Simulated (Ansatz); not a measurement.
`N[BH][SnH3]` + `[AlH2][SH]` → `[AlH2][S][SnH3]` + `BN` at 700 K and 1 bar (cleavage of the Sn–B bond).

Computed with Ansatz on PBE0-D4/def2-TZVP structures; ΔE is electronic, products minus reactants. CCSD(T)/CBS adds triple-zeta CCSD(T) − MP2 to the extrapolated MP2 energy (def2 sets, frozen cores). This one scheme is used for every species. def2 core potentials past Kr. For Sn outer-core shells are correlated without core-valence functions, which leaves a few kJ/mol of doubt a bond. Each species was taken in one conformer, which may not be the lowest.

| species | CCSD(T)/CBS energy (Eh) | H − E (kJ/mol) | S (J/(mol·K)) |
| --- | --- | --- | --- |
| `N[BH][SnH3]` | -297.14394 | 225.0 | 422.7 |
| `[AlH2][SH]` | -641.61836 | 102.7 | 330.6 |
| `[AlH2][S][SnH3]` | -856.85532 | 166.5 | 461.5 |
| `BN` | -81.93499 | 163.7 | 282.2 |

H − E and S are ideal-gas, rigid-rotor, harmonic terms from PBE0-D4/def2-TZVP, for one conformer and one mirror image of each species. 1 Eh = 2625.50 kJ/mol, R = 8.31446 J/(mol·K).

Q: By hand: ΔE, ΔH, ΔS and ΔG.

A: ΔE = (-856.85532) + (-81.93499) − (-297.14394) − (-641.61836) = -0.02801 Eh = -73.5 kJ/mol. Δ(H − E) = 166.5 + 163.7 − 225.0 − 102.7 = 2.5, so ΔH = -71.0 kJ/mol. ΔS = 461.5 + 282.2 − 422.7 − 330.6 = -9.6 J/(mol·K). ΔG = -71.0 − 700 × (-9.6)/1000 = -64.3 kJ/mol.

Q: By hand: the equilibrium constant, and the temperature at which ΔG would vanish if ΔH and ΔS stayed fixed.

A: log₁₀ K = −ΔG/(RT ln 10) = 4.8. ΔG = 0 at ΔH/ΔS = 7396 K, far beyond where these terms or the molecules hold.

The number of gas molecules stays the same, so ΔS is small and ΔH decides. A doubt of 5 kJ/mol in ΔE shifts log₁₀ K by 0.4 here. Other conformers and mirror images would add mixing entropy, several J/(mol·K) or more a flexible species. Modes under 60 cm⁻¹, often nearly free rotors, make the harmonic entropy too high. These are equilibria of isolated gas molecules and say nothing of rates. Largest T1 diagnostic: 0.014 (customary marks: 0.02 for closed shells, 0.045 for open ones).
